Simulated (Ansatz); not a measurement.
Ideal-gas functions of `O[BH][Sb]([SH])[SH]` at 600 K and 1 bar, from an Ansatz frequency run at PBE0-D4/def2-TZVP.

Molar mass 216.74 g/mol, point group C1 (symmetry number 1), electronic degeneracy 1, moments of inertia 210.234, 425.695, 469.536 u Å². Harmonic wavenumbers (cm⁻¹, unscaled): 93, 98, 126, 239, 280, 287, 315, 341, 358, 470, 556, 674, 711, 838, 964, 1098, 1221, 2564, 2693, 2695, 3890.

Use S(trans) = R[1.5 ln M + 2.5 ln T − 1.1517]; rotational temperatures θ = 24.2544 K / I; S(rot) = R[ln(√π/σ · √(T³/θAθBθC)) + 1.5]; for each mode x = 1.438777 ν̃/T, S = R[x/(eˣ − 1) − ln(1 − e⁻ˣ)] and H = RT x/(eˣ − 1); 1 cm⁻¹ = 0.0119627 kJ/mol; R = 8.31446 J/(mol·K).

By hand: the entropy, in J/(mol·K).

Translation 190.5. Rotation: θ = 0.1154, 0.057, 0.0517 K, giving 130.2. Vibration, mode by mode: 20.81, 20.37, 18.30, 13.06, 11.78, 11.58, 10.84, 10.22, 9.83, 7.75, 6.51, 5.17, 4.82, 3.78, 2.98, 2.32, 1.83, 0.13, 0.10, 0.10, 0.01, in all 162.3. Electronic 0.0. Sum 483.0 J/(mol·K).

By hand: H − E and G − E in kJ/mol, counted from the electronic energy.

Zero-point energy ½ × 20511 × 0.0119627 = 122.7; thermal vibration 47.3; translation, rotation and pV give 4 RT = 20.0. H − E = 190.0 kJ/mol, and G − E = 190.0 − 600 × 483.0/1000 = -99.8 kJ/mol.

Vibration gives 34 % of the entropy, 59.5 J/(mol·K) of it from the modes under 150 cm⁻¹: soft modes count most, and the harmonic formula is weakest for them. The sum counts one conformer and one mirror image; others add a mixing term.
